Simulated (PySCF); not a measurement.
## The Ru–S bond energy of RuS₃

All numbers come from PySCF, PBE0, basis Ru def2-SVP with ECP28, S def2-SVP (scalar-relativistic core potentials, no spin–orbit coupling, density fitting).

Each entry is the lowest minimum that a search over a few typed start shapes (and spin states, where more than one is plausible) found, or that minimum re-optimised at the stated level; isomers with ligand–ligand bonds, or fragments after loss of a ligand pair, can lie lower.

Total energies (Eh), which compare only within these settings: S atom -397.83788.

```csv
species,2S+1,group,E (Eh),ZPE (kJ/mol)
RuS₂,5,C2v,-890.72029,7.1
RuS₃,1,D3h,-1288.69794,12.6
```

(1) What are De and D0 for RuS₃ → RuS₂ + S?

Answers

(1) De = [(-890.72029) + (-397.83788) − (-1288.69794)] × 2625.5 = 367 kJ/mol. The zero-point energy changes by -5.5 kJ/mol, so D0 = 361 kJ/mol.

Atoms and open shells are unrestricted, without spin–orbit or basis-set superposition corrections.

One determinant describes each species, so states of open d or f shells may be missed.
